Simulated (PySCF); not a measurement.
Dipole response of F- (fluorine, charge -1)

[Ne], closed-shell 1S. Computed with PySCF 2.14 in aug-cc-pVQZ with one added diffuse shell each of s, p, d, f, g type (7s6p5d4f3g, 105 functions), with no relativity, point nucleus. Coupled (time-dependent) response in atomic units; α is the mean over directions.

| method | mean α (bohr³) | C₆ (like pair) | S(−4) |
| --- | --- | --- | --- |
| UHF | 10.56 | 40.43 | 83.74 |
| PBE0 | 18.35 | 76.56 | 422.8 |
| wB97X-V | 17.40 | 73.36 | 334.0 |

S(−4) is the Cauchy moment in α(ω) = α(0) + S(−4) ω² + …

α(iu) at wB97X-V:

```json
{"u (hartree)": "0", "α(iu) (bohr³)": "17.40"}
{"u (hartree)": "0.0500", "α(iu) (bohr³)": "16.63"}
{"u (hartree)": "0.100", "α(iu) (bohr³)": "14.90"}
{"u (hartree)": "0.200", "α(iu) (bohr³)": "11.38"}
{"u (hartree)": "0.300", "α(iu) (bohr³)": "8.804"}
{"u (hartree)": "0.500", "α(iu) (bohr³)": "5.705"}
{"u (hartree)": "0.750", "α(iu) (bohr³)": "3.754"}
{"u (hartree)": "1.00", "α(iu) (bohr³)": "2.697"}
{"u (hartree)": "1.50", "α(iu) (bohr³)": "1.614"}
{"u (hartree)": "2.00", "α(iu) (bohr³)": "1.085"}
{"u (hartree)": "3.00", "α(iu) (bohr³)": "0.5922"}
{"u (hartree)": "5.00", "α(iu) (bohr³)": "0.2568"}
```

A single London oscillator, α(iu) = α/(1 + u²/ω²), gives C₆ = (3/4) ω α². Matching the computed C₆ needs ω = 4 × 73.36 / (3 × 17.40²) = 0.323 hartree.

For an ion, C₆ is the dispersion term alone; charge-induced terms of lower order in 1/R come first.
